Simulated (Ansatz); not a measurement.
Basis-set extrapolation for C2H3BF2O (`FB(F)C1CO1`) (PBE0-D4/def2-TZVP geometry, frozen core, the Gaussian-basis code of Ansatz). Multiplicity 1, RHF reference.

```
                      def2-TZVPP   def2-QZVPP
                 HF  -376.151809  -376.168648
    MP2 correlation    -1.145710    -1.239884
CCSD(T) correlation    -1.204781      not run
```

Energies in hartree. Use E(X) = E(∞) + A·exp(−7.88·√X) for Hartree–Fock and E(X) = E(∞) + B·X^(−2.97) for correlation, with X = 3 and 4, and add CCSD(T) minus MP2 of the smaller set to the MP2 limit.

Problem. What is the CCSD(T) energy at the basis-set limit?

Solution. HF limit: -376.168648 + (-0.016839) × 0.13774 = -376.17097. MP2 limit: -1.239884 + (-0.094174) × 0.74074 = -1.30964. Higher-order term: -1.204781 − (-1.145710) = -0.05907. Total: -377.53968 hartree, 480.7 kJ/mol below CCSD(T)/def2-TZVPP.
